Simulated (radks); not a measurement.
Results of a calculation; reference values are marked as such.
Excited configurations of Li2+: one electron is placed in a higher orbital outside the bare nucleus. The ground configuration is 1s1. Level of theory: Dirac Kohn-Sham, PBE, spin-unpolarised, spherical densities, finite nucleus; open shells fill j = l - 1/2 first; Fermi nuclear charge, rms radius 2.444 fm (a radial shooting solver on a logarithmic mesh with Libxc functionals). Excitation = E - E(ground); binding = E(ion) - E, where the ion is the core of charge +3; n* = 3/sqrt(2 binding) in atomic units, and the quantum defect is n - n*.

outer orbital  excitation (eV)  binding (eV)     n*  eigenvalue (eV)  <r> (bohr)
2s1/2                   87.829        30.393  2.007          -25.884       1.994
4s1/2                   110.37         7.852  3.949           -6.815       7.861
5f5/2                   113.20         5.022  4.938           -4.234       10.38
6f5/2                   114.68         3.541  5.881           -3.041       15.70

The Delta-SCF ionisation energy is 118.22 eV (NIST Atomic Spectra Database: 122.45 eV, theoretical). Self-interaction in the functional shifts the binding energies and quantum defects, so they are the method's values and not measured ones. Spin polarisation and multiplet splitting are left out, so open shells lie too high by an amount that depends on their filling.

Beside tabulated values, note that spin-unpolarised runs miss the spin-polarisation part of the exchange energy of open shells.
